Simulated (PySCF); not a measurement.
**Ir⁺: excitation energy**

Ir⁺ [Xe] 4f14 5d7 6s1 (5F) → Ir⁺ [Xe] 4f14 5d8 (3F), as a difference of total energies. Calculation: PySCF 2.14, in def2-TZVPPD with the def2 core potential (60 electrons) (6s5p3d2f1g, 59 functions); a scalar-relativistic core potential. Correlated levels: valence: 5s2 5p6 frozen. The calculations carry no spin-orbit coupling.

**Question.** Order these methods by the excitation energy they give, lowest first.
A. UHF
B. MP2 (valence)
C. CCSD (valence)
D. CCSD(T) (valence)

**Answer.** D (0.120 eV), B (0.148 eV), C (0.194 eV), A (0.787 eV).

Errors of the correlated levels include the incompleteness of this basis and the frozen core.

For comparison: 0.362 eV (measured; NIST levels, between the centres of gravity of the two terms).
